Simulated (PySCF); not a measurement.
This PySCF input asks for the NMR shieldings of C5H7OP3Si; the geometry comes from GFN2-xTB.

```python
import basis_set_exchange as bse
import numpy as np
from pyscf import gto, dft
from pyscf.prop import nmr

atoms = """
C    -2.464349   -0.731238    0.588886
C    -0.988312   -0.503785    0.743543
O    -0.386017   -0.679814    1.791012
C    -0.268758   -0.016624   -0.411901
P    -0.739607    0.360468   -2.156711
C     0.403685    1.768210   -2.252517
P     1.671713    1.845642   -1.152760
C     1.200887    0.241585   -0.353796
Si    2.053421   -0.269060    1.280580
P     0.710119   -1.170862   -1.502641
H    -2.661178   -1.304807   -0.315099
H    -2.856868   -1.250092    1.458997
H    -2.961678    0.233278    0.490004
H     0.213375    2.533037   -2.989565
H     1.903116   -1.698759    1.516722
H     3.475044   -0.039255    0.945197
H     1.688409    0.694104    2.310138
"""
names = dict.fromkeys(["C", "O", "P", "Si", "H"], "pcSseg-1")
basis = {el: gto.basis.parse(bse.get_basis(n, elements=[el], fmt="nwchem")) for el, n in names.items()}
mol = gto.M(atom=atoms, basis=basis, charge=0, verbose=0)
mf = dft.RKS(mol, xc="PBE0")
mf.grids.level = 2
mf.grids.alignment = dft.numint.BLKSIZE   # the property module wants whole blocks of grid points
mf.conv_tol = 1e-9
mf.kernel()

calc = nmr.RKS(mf)   # GIAO
C = mf.mo_coeff
Co = C[:, mf.mo_occ > 0]
resp = mf.gen_response(singlet=True, hermi=2)
def vind(x):   # induced exchange potential for any number of trial vectors
    d = np.einsum("pi,xij,qj->xpq", C, 2 * x.reshape(-1, C.shape[1], Co.shape[1]), Co, optimize=True)
    return np.einsum("xpq,pi,qj->xij", resp(d - d.transpose(0, 2, 1)), C, Co, optimize=True).ravel()
mo1, _ = nmr.rhf.solve_mo1(calc, with_cphf=vind)
sigma = calc.kernel(mo1)
for i, s in enumerate(sigma):   # ppm
    print("%2d %-2s %9.2f" % (i, mol.atom_pure_symbol(i), np.trace(s) / 3))
```

Q: Give the expected output.

A: 
```
 0 C     156.78
 1 C     -30.30
 2 O    -272.61
 3 C      95.78
 4 P     298.61
 5 C     -15.33
 6 P    -108.19
 7 C     108.25
 8 Si    431.16
 9 P     177.83
10 H      28.75
11 H      29.29
12 H      28.81
13 H      22.32
14 H      27.56
15 H      27.37
16 H      26.93
```

These numbers come from an equivalent density-fitted implementation of the same equations, which agrees with the script to about 0.01 ppm for H and up to a few tenths of a ppm for heavy atoms, so last digits may differ.

Size and cost of the density-fitted run: 233 basis functions, about 2.8 core-minutes.
